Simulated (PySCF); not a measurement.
Stepwise substitution at one centre (Ga NH2-SH). Isolated molecules, 0 K electronic values unless said otherwise. One relaxed conformer stands for each flexible species; it need not be the lowest. Strings in code marks are SMILES.

Quantity: redistribution energy (mixed species minus the weighted end members), in eV.

Level 1: PBE-D3(BJ)/def2-TZVP // B3LYP-D3(BJ)/def2-TZVP (PySCF)
Level 2: B3LYP/6-311+G** (LANL2DZ on Ga) // B3LYP-D3(BJ)/def2-TZVP (PySCF)
Level 3: PBE/6-31G* // B3LYP-D3(BJ)/def2-TZVP (PySCF)
Level 4: HF/3-21G // B3LYP-D3(BJ)/def2-TZVP (PySCF)

| species | level 2 | level 3 | level 4 |
|---|---|---|---|
| 1 of 3 NH2 replaced by SH: `[NH2][Ga]([NH2])[SH]` | -0.055 | -0.046 | -0.214 |
| 2 of 3 NH2 replaced by SH: `[NH2][Ga]([SH])[SH]` | -0.048 | -0.034 | -0.181 |

Q: What does level 1 give for each?

A: 
- 1 of 3 NH2 replaced by SH: `[NH2][Ga]([NH2])[SH]`: -0.023
- 2 of 3 NH2 replaced by SH: `[NH2][Ga]([SH])[SH]`: -0.012
